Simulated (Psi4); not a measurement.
borazine (H$_{6}$B$_{3}$N$_{3}$), singlet, at a GFN2-xTB geometry.

Input for Psi4:
```
memory 2 GB

molecule mol {
0 1
B     0.981958   -1.045659   -0.108216
N     1.346318    0.281398    0.229442
B     0.406946    1.335958    0.344915
N    -0.951850    1.013597    0.104898
B    -1.388904   -0.290299   -0.236699
N    -0.394469   -1.294995   -0.334340
H     1.784179   -1.899921   -0.196625
H     2.319928    0.484895    0.395366
H     0.739405    2.427383    0.626698
H    -1.640194    1.746595    0.180757
H    -2.523585   -0.527462   -0.430073
H    -0.679734   -2.231490   -0.576122
}

set {
  basis sto-3g
  reference rks
}

energy('svwn')
print_variables()
```

Problem. Estimate the total energy that SVWN/STO-3G run with Psi4 returns for this input.

Solution. -238.2171 Eh

Problem. What number of basis functions does SVWN/STO-3G give?

Solution. 36

Problem. Give the dipole moment at the level SVWN/STO-3G.

Solution. 0.00 D

Problem. Predict the nuclear repulsion energy from SVWN/STO-3G.

Solution. 199.6333 Eh
